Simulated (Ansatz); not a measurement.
Frontier orbitals of `C[Se][Hf]([Cl])([Cl])[Cl]`.

| atom | x (Å) | y (Å) | z (Å) |
| --- | --- | --- | --- |
| C1 | -1.4254 | -0.0432 | -0.7990 |
| Se2 | 0.1210 | -1.1874 | -1.2464 |
| Hf3 | 1.3535 | -0.0636 | 0.6434 |
| Cl4 | 1.4499 | 2.2280 | 0.2198 |
| Cl5 | 3.4717 | -1.0016 | 0.7271 |
| Cl6 | 0.1788 | -0.4263 | 2.6254 |
| H7 | -2.2541 | -0.6951 | -0.5344 |
| H8 | -1.2374 | 0.6333 | 0.0399 |
| H9 | -1.6582 | 0.5558 | -1.6759 |

Total charge 0; spin multiplicity 1. Correlated methods include outer-core shells of Hf, Se, which these sets cover unevenly. Scalar relativity is left out up to krypton. Hf: def2 effective core potential. All single points use the PBE0-D4/def2-TZVP geometry. It is one conformer, not always the lowest. Basis def2-TZVPP, Ansatz.

Orbital energies of one run (eV). Highest occupied ones, from the top: -6.93, -7.95, -8.98, -9.21, -9.25, -9.57, -9.68, -9.77, -10.08, -10.30, -10.35, -10.76, -12.08, -12.32. Empty: -2.50, -2.16, -1.67, -1.38, -1.31, -0.10.

Problem. Which functional gave them?
A. r2SCANh
B. ωB97X-V
C. PBE0
D. BLYP

Solution. A. HOMO energies: r2SCANh -6.93, BLYP -6.06, PBE0 -7.36, ωB97X-V -9.58 eV.
